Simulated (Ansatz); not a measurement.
Isomers of C$_{2}$H$_{10}$GeSi, relaxed with PBE0-D4/def2-TZVP in Ansatz; electronic energies, one conformer each and not always the lowest. Functionals use def2-TZVPP; CBS adds triple-zeta CCSD(T) − MP2 to the MP2 limit of def2-TZVPP and def2-QZVPP.

Outer-core shells of Ge are correlated without core-valence functions. Scalar relativity is left out up to krypton. Spin–orbit coupling is left out.

Order them by energy at frozen-core CCSD(T)/CBS, lowest first. (Estimate.)
A. `C[CH2][GeH2][SiH3]`
B. `C[SiH2][GeH2][CH3]`
C. `C[SiH](C)[GeH3]`
D. `C[CH]([SiH3])[GeH3]`
E. `[CH3][GeH]([CH3])[SiH3]`
F. `[SiH3]C[CH2][GeH3]`

C (0.0 kcal/mol), B (3.4 kcal/mol), E (5.5 kcal/mol), A (14.4 kcal/mol), D (18.7 kcal/mol), F (20.6 kcal/mol).

How do PBE0-D4, ωB97M-V, B3LYP-D4, B3LYP place them (kcal/mol, against `C[SiH](C)[GeH3]`)? (An estimate is asked.)

The calculation gave: 
```json
{"isomer": "`[CH3][GeH]([CH3])[SiH3]`", "PBE0-D4": "6.6", "ωB97M-V": "6.7", "B3LYP-D4": "6.2", "B3LYP": "6.0"}
{"isomer": "`C[CH]([SiH3])[GeH3]`", "PBE0-D4": "21.5", "ωB97M-V": "19.7", "B3LYP-D4": "20.4", "B3LYP": "21.4"}
{"isomer": "`C[SiH2][GeH2][CH3]`", "PBE0-D4": "4.0", "ωB97M-V": "4.1", "B3LYP-D4": "3.8", "B3LYP": "3.4"}
{"isomer": "`C[CH2][GeH2][SiH3]`", "PBE0-D4": "15.4", "ωB97M-V": "15.8", "B3LYP-D4": "15.0", "B3LYP": "14.9"}
{"isomer": "`[SiH3]C[CH2][GeH3]`", "PBE0-D4": "22.9", "ωB97M-V": "21.2", "B3LYP-D4": "21.7", "B3LYP": "21.6"}
```

B3LYP here is the variant with VWN-RPA as its local correlation; programs differ in this.
